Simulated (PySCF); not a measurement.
trans-(1R,2R)-2-methoxycyclopropan-1-ol (C4H8O2), SMILES [C@@H]1([C@H](OC)C1)O. The structure is a stationary point at PBE-D3(BJ)/def2-SVP. The values are those of a single conformer.

Level of theory: PBE-D3(BJ)/def2-SVP (PySCF).

Harmonic wavenumbers (cm⁻¹): 102, 187, 202, 293, 328, 405, 414, 483, 773, 839, 909, 950, 957, 1015, 1035, 1075, 1132, 1139, 1168, 1184, 1211, 1247, 1298, 1346, 1403, 1410, 1432, 1474, 2901, 2962, 3012, 3020, 3061, 3065, 3166, 3693. Rotational constants (GHz): 10.04, 2.023, 1.856; symmetry number 1.

Problem. Work out the zero-point energy and the ideal-gas rigid-rotor harmonic-oscillator thermochemistry at 298.15 K and 1 atm.

Solution. ZPE = ½ Σ hcν = ½ × 50290 cm⁻¹ = 71.89 kcal/mol. H − E(el) = 76.82 kcal/mol. Entropy in cal/(mol K): translation 39.34, rotation 26.55, vibration 14.46, total 80.35. G − E(el) = 52.86 kcal/mol. Cp = 26.70 cal/(mol K). Modes under 150 cm⁻¹ make the vibrational entropy uncertain.
